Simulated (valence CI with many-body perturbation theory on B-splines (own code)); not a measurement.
Se XXX: electric-dipole lines

Method: relativistic CI+MBPT: three valence electrons over a frozen Dirac-Fock core [He], a basis of 11 s, 11 p, 9 d, 7 f, 5 g, 2 h, 1 i functions for each j, with the one-electron correlation potential Σ1 (screened to all orders), the two-electron term Σ2, the three-electron term Σ3, Breit, model QED; selected single and double excitations, second order for the rest (own B-spline code, finite nucleus).

No measured spectrum was set against this ion. As an estimate, large intervals hold to a few tenths of a per cent, small ones and those within an open d or f shell to about a per cent.

Lines 1 to 50 of 259 in falling wavelength, among levels below 2128.2 eV, chosen from the strongest by gf and those to the six lowest levels. Wavelengths and rates use the calculated energies. Electric multipoles are in the length gauge, E1 and E2 with the static RPA response of the core. Weak lines are less certain than strong ones. Lines between different terms over intervals too small for the method are left out, as are lines whose strength nearly cancels. The highest levels of a list are the least certain.

Levels are named by their leading jj configuration (3d3/2^4 stands for four electrons in 3d with j = 3/2), which in mixed levels can hold well under half, so a name can repeat and another be missing. Letters in brackets count levels of one name in rising energy.

| λ vac (nm) | Upper | Lower | A (s⁻¹) | S (a.u.) |
| --- | --- | --- | --- | --- |
| 51.59 | (2p1/2 2p3/2 3p1/2) J=5/2 | (2p1/2 2p3/2 3s) J=5/2 | 4.23e+08 | 1.72e-01 |
| 46.95 | (2p1/2 2p3/2 3d5/2) J=7/2 | (2p1/2 2p3/2 3p3/2) J=5/2 [a] | 7.28e+08 | 2.98e-01 |
| 46.78 | (2s 2p3/2 3d5/2) J=9/2 | (2s 2p3/2 3p3/2) J=7/2 | 8.15e+08 | 4.12e-01 |
| 44.70 | (2s 2p1/2 3d5/2) J=7/2 | (2s 2p1/2 3p3/2) J=5/2 | 9.18e+08 | 3.24e-01 |
| 42.83 | (2p1/2^2 3d5/2) J=5/2 | (2p1/2^2 3p3/2) J=3/2 | 1.18e+09 | 2.75e-01 |
| 42.48 | (2s 2p3/2 3d5/2) J=7/2 [b] | (2s 2p3/2 3p3/2) J=5/2 [b] | 9.67e+08 | 2.93e-01 |
| 39.57 | (2s 2p3/2 3d5/2) J=5/2 [b] | (2s 2p3/2 3p3/2) J=3/2 [b] | 9.73e+08 | 1.79e-01 |
| 39.19 | (2s 2p1/2 3d5/2) J=5/2 [a] | (2s 2p1/2 3p3/2) J=3/2 [a] | 8.83e+08 | 1.57e-01 |
| 38.98 | (2s^2 3d5/2) J=5/2 | (2s^2 3p3/2) J=3/2 | 1.26e+09 | 2.20e-01 |
| 36.47 | (2s 2p1/2 3d5/2) J=5/2 [b] | (2s 2p1/2 3p3/2) J=3/2 [b] | 1.48e+09 | 2.13e-01 |
| 36.41 | (2s 2p3/2 3d3/2) J=7/2 | (2s 2p3/2 3p1/2) J=5/2 | 9.18e+08 | 1.75e-01 |
| 36.31 | (2s 2p3/2 3d5/2) J=5/2 [a] | (2s 2p3/2 3p3/2) J=3/2 [a] | 1.03e+09 | 1.45e-01 |
| 35.43 | (2s 2p3/2 3p1/2) J=3/2 [a] | (2s 2p3/2 3s) J=5/2 | 1.56e+09 | 1.37e-01 |
| 34.94 | (2s 2p3/2 3d5/2) J=7/2 [a] | (2s 2p3/2 3p3/2) J=5/2 [a] | 1.49e+09 | 2.51e-01 |
| 34.63 | (2p1/2 2p3/2 3d3/2) J=5/2 | (2p1/2 2p3/2 3p1/2) J=3/2 [a] | 1.58e+09 | 1.94e-01 |
| 34.03 | (2s 2p1/2 3d3/2) J=5/2 | (2s 2p1/2 3p1/2) J=3/2 | 1.26e+09 | 1.47e-01 |
| 32.95 | (2s 2p3/2 3p1/2) J=5/2 | (2s 2p3/2 3s) J=5/2 | 1.89e+09 | 2.01e-01 |
| 32.79 | (2p1/2 2p3/2 3p3/2) J=7/2 | (2p1/2 2p3/2 3s) J=5/2 | 3.50e+09 | 4.87e-01 |
| 32.69 | (2s 2p3/2 3d3/2) J=5/2 [b] | (2s 2p3/2 3p1/2) J=3/2 [b] | 1.51e+09 | 1.57e-01 |
| 32.44 | (2s 2p1/2 3p3/2) J=3/2 [b] | (2s 2p1/2 3s) J=1/2 [b] | 1.76e+09 | 1.19e-01 |
| 32.33 | (2p1/2^2 3d3/2) J=3/2 | (2p1/2^2 3p1/2) J=1/2 | 1.56e+09 | 1.04e-01 |
| 32.30 | (2s 2p1/2 3d3/2) J=3/2 [a] | (2s 2p1/2 3p1/2) J=1/2 [a] | 1.86e+09 | 1.24e-01 |
| 32.15 | (2p1/2 2p3/2 3p3/2) J=5/2 [a] | (2p1/2 2p3/2 3s) J=3/2 [a] | 2.77e+09 | 2.72e-01 |
| 32.10 | (2p1/2 2p3/2 3p1/2) J=3/2 [b] | (2p1/2 2p3/2 3s) J=5/2 | 2.87e+09 | 1.88e-01 |
| 31.38 | (2s 2p3/2 3p3/2) J=5/2 [b] | (2s 2p3/2 3s) J=3/2 [b] | 2.20e+09 | 2.01e-01 |
| 30.22 | (2s^2 3d3/2) J=3/2 | (2s^2 3p1/2) J=1/2 | 2.16e+09 | 1.18e-01 |
| 30.13 | (2p1/2^2 3p3/2) J=3/2 | (2p1/2^2 3s) J=1/2 | 4.00e+09 | 2.16e-01 |
| 29.80 | (2s 2p3/2 3p3/2) J=5/2 [a] | (2s 2p3/2 3s) J=3/2 [a] | 2.38e+09 | 1.86e-01 |
| 29.58 | (2s 2p3/2 3p3/2) J=7/2 | (2s 2p3/2 3s) J=5/2 | 3.95e+09 | 4.04e-01 |
| 29.56 | (2p1/2 2p3/2 3p3/2) J=5/2 [b] | (2p1/2 2p3/2 3s) J=3/2 [b] | 3.25e+09 | 2.49e-01 |
| 28.03 | (2s 2p1/2 3p3/2) J=5/2 | (2s 2p1/2 3s) J=3/2 | 4.77e+09 | 3.11e-01 |
| 27.88 | (2s^2 3p3/2) J=3/2 | (2s^2 3s) J=1/2 | 4.13e+09 | 1.77e-01 |
| 27.49 | (2s 2p3/2 3p3/2) J=3/2 [b] | (2s 2p3/2 3s) J=1/2 | 2.64e+09 | 1.08e-01 |
| 26.83 | (2s 2p1/2 3p3/2) J=3/2 [a] | (2s 2p1/2 3s) J=1/2 [a] | 4.39e+09 | 1.67e-01 |
| 25.87 | (2p1/2 2p3/2 3p3/2) J=5/2 [b] | (2p1/2 2p3/2 3s) J=5/2 | 2.20e+09 | 1.13e-01 |
| 24.58 | (2p1/2 2p3/2 3p3/2) J=1/2 [b] | (2p1/2 2p3/2 3s) J=3/2 [b] | 5.99e+09 | 8.78e-02 |
| 24.11 | (2s 2p3/2 3d5/2) J=7/2 [a] | (2s 2p3/2 3p1/2) J=5/2 | 1.46e+09 | 8.08e-02 |
| 23.15 | (2s 2p3/2 3p3/2) J=5/2 [a] | (2s 2p3/2 3s) J=5/2 | 2.83e+09 | 1.04e-01 |
| 16.49 | (2s 2p1/2 2p3/2) J=5/2 | (2s^2 2p3/2) J=3/2 | 6.53e+08 | 8.68e-03 |
| 15.76 | (2s 2p1/2^2) J=1/2 | (2s^2 2p1/2) J=1/2 | 8.16e+08 | 3.15e-03 |
| 13.05 | (2p1/2^2 2p3/2) J=3/2 | (2s 2p1/2 2p3/2) J=3/2 [b] | 1.98e+09 | 8.71e-03 |
| 12.42 | (2p1/2 2p3/2 3p1/2) J=5/2 | (2s 2p3/2 3p1/2) J=5/2 | 7.59e+09 | 4.30e-02 |
| 12.39 | (2p1/2 2p3/2 3d5/2) J=7/2 | (2s 2p3/2 3d5/2) J=9/2 | 6.45e+09 | 4.85e-02 |
| 12.38 | (2p1/2 2p3/2 3p3/2) J=5/2 [a] | (2s 2p3/2 3p3/2) J=7/2 | 7.17e+09 | 4.03e-02 |
| 11.86 | (2p1/2^2 3d5/2) J=5/2 | (2s 2p1/2 3d5/2) J=7/2 | 1.08e+10 | 5.34e-02 |
| 11.34 | (2p1/2 2p3/2 3p3/2) J=7/2 | (2s 2p3/2 3p3/2) J=7/2 | 8.76e+09 | 5.04e-02 |
| 11.20 | (2p3/2^2 3s) J=5/2 | (2s 2p3/2 3s) J=3/2 [b] | 1.37e+10 | 5.69e-02 |
| 10.93 | (2p1/2 2p3/2 3s) J=5/2 | (2s 2p3/2 3s) J=5/2 | 9.66e+09 | 3.74e-02 |
| 10.45 | (2s 2p1/2 2p3/2) J=1/2 | (2s^2 2p3/2) J=3/2 | 1.56e+09 | 1.76e-03 |
| 10.27 | (2p1/2 2p3/2^2) J=3/2 | (2s 2p1/2 2p3/2) J=1/2 | 1.81e+10 | 3.88e-02 |
